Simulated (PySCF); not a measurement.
## Relaxation of quartet Pb₃S⁺

Computed with UPBE0/[S def2-SVP, Pb def2-SVP with ECP60], scalar-relativistic core potentials, density fitting, no spin–orbit coupling, PySCF. A (50,194) grid was used.

A start displaced from a saddle point along its imaginary mode, of Cs symmetry, held to at least that symmetry:

```xyz
4
charge 1 multiplicity 4, angstrom
S     0.0000   -0.2500   -1.3692
Pb    0.0000   -0.0134    1.4768
Pb    2.4704    0.0259   -0.6332
Pb   -2.4704    0.0259   -0.6332
```

Optimiser trace:
```csv
step,E − E(last) (kJ/mol),largest gradient (Eh/bohr)
0,22.41,0.00413
1,10.39,0.00561
2,5.40,0.01133
3,2.13,0.00556
4,0.29,0.00116
5,0.11,0.00089
6,0.01,0.00044
7,0.00,0.00009
8,0.00,0.00004
```

It ends at Cs with Pb–Pb 3.277 Å (×2), S–Pb 2.634 Å (×2), S–Pb 2.738 Å; Pb–Pb–Pb 91.1°, Pb–Pb–S 51.0° (×2), Pb–Pb–S 53.9° (×2), Pb–S–Pb 75.2° (×2), Pb–S–Pb 125.3°. A frequency run shows a minimum.

Final geometry:
Z-matrix (Å, degrees; charge 1 multiplicity 4):
```
S
Pb 1 2.7377
Pb 1 2.6339 2 75.16
Pb 1 2.6339 2 75.16 3 -133.58
```

With an element this heavy the missing spin–orbit coupling can shift these numbers.

The relaxation took roughly 2.5 core-minutes on a shared host.
